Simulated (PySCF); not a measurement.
Species: `C=C1C=C1C(C)(C)C`. The columns A, B, C and D hold Mulliken, IAO, Hirshfeld and ESP-fitted charges (e) of one PBE0/pcSseg-1 density (PySCF), in a shuffled order. Coordinates in Å (GFN2-xTB); the density's dipole moment is (-2.05, -0.25, 1.24) D.

```tsv
atom	x	y	z	A	B	C	D
C1	2.894	0.027	-1.327	-0.193	-0.190	-0.863	-0.467
C2	2.035	-0.323	-0.400	-0.019	-0.152	+0.314	+0.032
C3	1.679	-0.986	0.838	-0.035	-0.113	-0.219	-0.161
C4	0.710	-0.352	0.189	+0.038	+0.216	-0.204	+0.046
C5	-0.704	0.061	0.082	+0.034	-0.656	+0.737	+0.040
C6	-0.754	1.594	0.044	-0.113	-0.138	-0.586	-0.410
C7	-1.498	-0.468	1.279	-0.117	-0.141	-0.583	-0.414
C8	-1.271	-0.506	-1.226	-0.113	-0.138	-0.569	-0.410
H9	3.930	-0.262	-1.273	+0.029	+0.104	+0.255	+0.146
H10	2.598	0.617	-2.178	+0.028	+0.101	+0.248	+0.143
H11	1.993	-1.569	1.670	+0.078	+0.066	+0.199	+0.175
H12	-0.347	2.011	0.963	+0.041	+0.115	+0.146	+0.143
H13	-1.782	1.933	-0.064	+0.044	+0.112	+0.140	+0.140
H14	-0.171	1.972	-0.792	+0.044	+0.124	+0.150	+0.147
H15	-2.540	-0.165	1.203	+0.043	+0.111	+0.141	+0.139
H16	-1.455	-1.555	1.315	+0.040	+0.114	+0.136	+0.141
H17	-1.091	-0.078	2.209	+0.040	+0.114	+0.136	+0.141
H18	-2.306	-0.196	-1.351	+0.044	+0.112	+0.136	+0.140
H19	-0.694	-0.149	-2.076	+0.044	+0.124	+0.146	+0.147
H20	-1.233	-1.594	-1.218	+0.041	+0.115	+0.142	+0.143
```

Question: Which column most likely holds the ESP-fitted charges?

Answer: C. Σ q r misses the density's dipole by 0.01 D (C), 0.12 D (D), 0.14 D (A), 1.83 D (B). Charges fitted to the outside potential are the only set here that is tied to the molecule's multipoles.

Question: And the Hirshfeld charges?

Answer: A. The mean sizes are 0.059 e (A), 0.153 e (B), 0.186 e (D), 0.302 e (C), and Hirshfeld charges are commonly the smallest of these schemes.

As computed, A = Hirshfeld, B = Mulliken, C = ESP-fitted, D = IAO. Hydrogens on carbon: Hirshfeld +0.03 to +0.08, Mulliken +0.07 to +0.12, ESP-fitted +0.14 to +0.25, IAO +0.14 to +0.17 e.

The IAO scheme projects the occupied orbitals on a minimal set of polarised atomic orbitals and counts the electrons in each atom's part of it. The Mulliken scheme gives each basis function's population to the atom it is centred on and halves the overlap population of two atoms between them.

Geometry: GFN2-xTB; no solvent, vibrations or thermal averaging.

The values belong to the conformer `[CH2:1]=[C:2]1[CH:3]=[C:4]1[C:5]([CH3:6])([CH3:7])[CH3:8]`: C3–C4–C5–C6 121°.
